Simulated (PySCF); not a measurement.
# LaN: from constants to spectrum

RHF-CCSD(T) constants of LaN, singlet, about 0.1 electrons in the 4f shell (Mulliken) (PySCF, spin-free X2C with a Gaussian nucleus, basis sets La x2c-TZVPPall, N x2c-TZVPPall; masses 138.9063 and 14.0031 u):

```
ωe   : 830.6 cm⁻¹
ωexe : 2.93 cm⁻¹
Be   : 0.3908 cm⁻¹
αe   : 0.00198 cm⁻¹
```

(1) What force constant and bond length do these constants imply?

(2) Estimate the centrifugal constant D from the Kratzer relation and find the Dunham coefficient a1.

Correlated steps freeze 19 core orbitals. These are scalar-relativistic numbers at best; spin–orbit coupling would shift them, the dissociation energy most.

Results:

(1) Reduced mass μred = 12.721 u; k = 5.8918×10⁻⁷·μred·ωe² (u, cm⁻¹, mdyn/Å) = 5.17 mdyn/Å; Re = √(16.8576/(μred·Be)) (u, cm⁻¹, Å) = 1.841 Å.

(2) D = 4Be³/ωe² = 3.46e-07 cm⁻¹; a1 = −1 − αeωe/(6Be²) = -2.79.
